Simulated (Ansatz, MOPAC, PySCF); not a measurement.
Dimer: HCl (SMILES Cl) (first 2 atoms) with SiH4 (SMILES [SiH4]); geometry from B3LYP-D3(BJ)/def2-TZVP, rigid monomers moved along the line of their centres of mass till Cl1···Si3 is 3.39 Å.
(charge 0, multiplicity 1):
```xyz
7

Cl    -0.0685    -0.3380    -0.3248
H     -0.6754    -1.3223     0.2291
Si     0.0090     0.1044     3.0370
H      0.8249     1.2140     2.5002
H     -1.3720     0.1955     2.5120
H     -0.0262     0.1821     4.5158
H      0.5986    -1.1925     2.6337
```

Counterpoise-corrected where a basis set is named; no monomer relaxation. Rows marked so take none.

Correlated levels freeze the cores. CBS(a, b) extrapolates the correlation energy as X⁻³ and adds the Hartree–Fock energy of set b. Rows in 3-21G, 6-311+G**, 6-31G* carry no dispersion term and start afresh at each structure (6-31G* with six Cartesian d functions). The state reached by PM7 isn't checked; PM7 holds dispersion and hydrogen-bond terms.

Programs: Ansatz (a quantum-chemistry and plane-wave program); MOPAC for PM7 (differences of heats of formation); PySCF for 3-21G rows, 6-311+G** rows, 6-31G* rows. Values without a source in brackets are computed.

| level | interaction energy (meV) |
|---|---|
| PM7 | -19.9 |
| HF/3-21G (no counterpoise) | 41.5 |
| HF/6-31G* | 115.3 |
| PBE/def2-TZVPPD | 28.9 |
| B3LYP/6-31G* (no counterpoise) | 64.4 |
| B3LYP/6-311+G** (no counterpoise) | 76.6 |
| MP2/CBS(aug-cc-pV(D+d)Z, aug-cc-pV(T+d)Z) | -17.1 |
| SCS-MP2/aug-cc-pV(T+d)Z | 18.3 |
| CCSD(T)/CBS(aug-cc-pV(D+d)Z, aug-cc-pV(T+d)Z) | ___ |

Question: Fill in the missing entries.

Answer: 
- CCSD(T)/CBS(aug-cc-pV(D+d)Z, aug-cc-pV(T+d)Z), interaction energy (meV): -12.3
